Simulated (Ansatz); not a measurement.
**Ligand exchange: CH2BrCl + InH2I → CH2BrI + InH2Cl**

Species: CH2BrCl (bromochloromethane) `ClCBr`, singlet; InH2I `[InH2][I]`, singlet; CH2BrI (bromoiodomethane) `BrCI`, singlet; InH2Cl `[Cl][InH2]`, singlet. The partners trade Cl for I: C–Cl and In–I bonds give way to C–I and In–Cl.

Shapes, held fixed at every level: PBE0-D4/def2-TZVP. Programs: Ansatz 0.2.0. The zero-point and thermal change to 298 K, harmonic and unscaled (PBE0-D4/def2-TZVP), is -1.6 kJ/mol.

**Question.** Estimate ΔH(298 K) of this reaction.

**Answer.** The highest level, CCSD(T)/def2-TZVPP, gives ΔH(298 K) = +4.7 kJ/mol; the levels span +4.7 to +16.3. The column of differences is taken from that level and isn't an error. No measured value is set beside it here. For atoms past krypton def2 sets carry core potentials with scalar relativity. Relativity is left out for Br. Outer-core shells of Br, I, In are correlated, in sets that cover them unevenly.

```json
{"level": "HF/def2-TZVPP", "kind": "Hartree–Fock", "ΔH(298 K) (kJ/mol)": "+16.3", "less CCSD(T)/def2-TZVPP": "+11.6"}
{"level": "SPW92/def2-TZVPP", "kind": "LDA", "ΔH(298 K) (kJ/mol)": "+15.2", "less CCSD(T)/def2-TZVPP": "+10.5"}
{"level": "PBE-D4/def2-TZVPP", "kind": "GGA", "ΔH(298 K) (kJ/mol)": "+9.5", "less CCSD(T)/def2-TZVPP": "+4.8"}
{"level": "B3LYP-D4/def2-TZVPP", "kind": "global hybrid", "ΔH(298 K) (kJ/mol)": "+6.9", "less CCSD(T)/def2-TZVPP": "+2.2"}
{"level": "PBE0-D4/def2-TZVPP", "kind": "global hybrid", "ΔH(298 K) (kJ/mol)": "+12.8", "less CCSD(T)/def2-TZVPP": "+8.1"}
{"level": "wB97M-V/def2-TZVPP", "kind": "range-separated hybrid", "ΔH(298 K) (kJ/mol)": "+9.2", "less CCSD(T)/def2-TZVPP": "+4.5"}
{"level": "wB97X-V/def2-TZVPP", "kind": "range-separated hybrid", "ΔH(298 K) (kJ/mol)": "+9.4", "less CCSD(T)/def2-TZVPP": "+4.7"}
{"level": "CCSD(T)/def2-TZVPP", "kind": "coupled cluster or CI", "ΔH(298 K) (kJ/mol)": "+4.7", "less CCSD(T)/def2-TZVPP": "0.0"}
```
